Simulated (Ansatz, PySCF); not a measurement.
Noncovalent pair: CH4 (SMILES C) (first 5 atoms) with CH6Si (SMILES C[SiH3]); geometry from B3LYP-D3(BJ)/def2-TZVP, rigid monomers moved along the line of their centres of mass till C1···Si7 is 5.47 Å.
(charge 0, multiplicity 1):
```csv
atom,x (Å),y (Å),z (Å)
C,-0.0874,0.0124,0.3210
H,-0.3336,-0.4011,-0.6560
H,0.5725,-0.6746,0.8487
H,0.4121,0.9719,0.1923
H,-1.0019,0.1511,0.8959
C,0.6351,1.1338,5.5431
Si,-0.1681,-0.5463,5.7662
H,0.7222,1.3848,4.4852
H,1.6359,1.1462,5.9785
H,0.0457,1.9132,6.0295
H,-1.5293,-0.5602,5.1776
H,-0.2820,-0.8811,7.2072
H,0.6350,-1.6042,5.1063
```

Monomers are frozen at their geometry in the pair; levels with a basis set take the counterpoise correction. Rows marked so take none.

Rows in 3-21G, 6-311+G**, 6-31G* carry no dispersion term and start afresh at each structure (6-31G* with six Cartesian d functions). MP2/6-31G* freezes PySCF's default core.

Run with Ansatz (Gaussian basis) for Hartree–Fock, density functionals and correlated methods; PySCF for 3-21G rows, 6-311+G** rows, 6-31G* rows, the dispersion terms. Each number belongs to the level named beside it.

```tsv
level	interaction energy (meV)
HF/3-21G (no counterpoise)	-3.1
HF/6-31G*	-1.0
r2SCAN-D4/def2-TZVPPD	-9.7
B3LYP/6-31G* (no counterpoise)	-1.5
B3LYP/6-311+G** (no counterpoise)	1.7
PBE0/def2-TZVPPD	-3.3
PBE0-D4/def2-TZVPPD	-12.2
M06-2X/6-31G* (no counterpoise)	-8.4
MP2/6-31G*	___
```

Some entries are withheld; supply them.


- MP2/6-31G*, interaction energy (meV): -4.9

Ansatz is a program for electronic structure.
